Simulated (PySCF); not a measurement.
A species of formula CH11NSi3 has this rotational fingerprint, computed with CAM-B3LYP/def2-SVPD in PySCF (dipole) on a GFN2-xTB geometry, gas phase:

- Rotational constants: A = 3650, B = 1241, C = 1170 MHz
- Dipole components: |μa| = 0.19 D, |μb| = 0.49 D, |μc| = 0.27 D
- Inertial defect: -113.52 u·Å²
- κ: -0.94

**Question.** Which structure is it? (One computed conformer of each.)
A. `[CH3:1][N:2]([SiH3:3])[SiH2:4][SiH3:5]` with C1–N2–Si4–Si5 72°
B. `[SiH3:1][CH2:2][N:3]([SiH3:4])[SiH3:5]` with Si1–C2–N3–Si4 84°
C. `[SiH3:1][CH2:2][NH:3][SiH2:4][SiH3:5]` with Si1–C2–N3–Si4 90°, C2–N3–Si4–Si5 52°
D. `[CH3:1][NH:2][SiH:3]([SiH3:4])[SiH3:5]` with C1–N2–Si3–Si4 53°
E. `[CH3:1][SiH2:2][NH:3][SiH2:4][SiH3:5]` with C1–Si2–N3–Si4 -8°, Si2–N3–Si4–Si5 62°
F. `[CH3:1][SiH2:2][N:3]([SiH3:4])[SiH3:5]` with C1–Si2–N3–Si4 29°

**Answer.** A. It is CN([SiH3])[SiH2][SiH3], a near-prolate asymmetric top, point group C1. The candidates at the same level (rigid rotor, commonest isotopes):

```json
{"SMILES": "CN([SiH3])[SiH2][SiH3]", "A (MHz)": "3650", "B (MHz)": "1241", "C (MHz)": "1170", "μa (D)": "0.19", "μb (D)": "0.49", "μc (D)": "0.27", "Δ (u·Å²)": "-113.52", "point group": "C1", "rotor": "near-prolate asymmetric top"}
{"SMILES": "CN[SiH]([SiH3])[SiH3]", "A (MHz)": "2388", "B (MHz)": "1602", "C (MHz)": "1039", "μa (D)": "0.38", "μb (D)": "1.36", "μc (D)": "0.16", "Δ (u·Å²)": "-40.79", "point group": "C1", "rotor": "asymmetric top"}
{"SMILES": "C[SiH2]N([SiH3])[SiH3]", "A (MHz)": "2945", "B (MHz)": "1793", "C (MHz)": "1186", "μa (D)": "0.55", "μb (D)": "0.27", "μc (D)": "0.18", "Δ (u·Å²)": "-27.25", "point group": "C1", "rotor": "asymmetric top"}
{"SMILES": "C[SiH2]N[SiH2][SiH3]", "A (MHz)": "3344", "B (MHz)": "1368", "C (MHz)": "1093", "μa (D)": "0.33", "μb (D)": "0.27", "μc (D)": "0.02", "Δ (u·Å²)": "-58.10", "point group": "C1", "rotor": "asymmetric top"}
{"SMILES": "[SiH3]CN[SiH2][SiH3]", "A (MHz)": "4291", "B (MHz)": "1014", "C (MHz)": "928.0", "μa (D)": "0.80", "μb (D)": "0.18", "μc (D)": "0.35", "Δ (u·Å²)": "-71.68", "point group": "C1", "rotor": "near-prolate asymmetric top"}
{"SMILES": "[SiH3]CN([SiH3])[SiH3]", "A (MHz)": "2659", "B (MHz)": "1680", "C (MHz)": "1169", "μa (D)": "0.17", "μb (D)": "0.00", "μc (D)": "0.39", "Δ (u·Å²)": "-58.60", "point group": "Cs", "rotor": "asymmetric top"}
```

`C[SiH2]N([SiH3])[SiH3]` has B 44 % too high; `CN[SiH]([SiH3])[SiH3]` has A 35 % too low; `[SiH3]CN([SiH3])[SiH3]` has B 35 % too high; `[SiH3]CN[SiH2][SiH3]` has C 21 % too low; `C[SiH2]N[SiH2][SiH3]` has B 10 % too high. No structure here is proved a minimum.
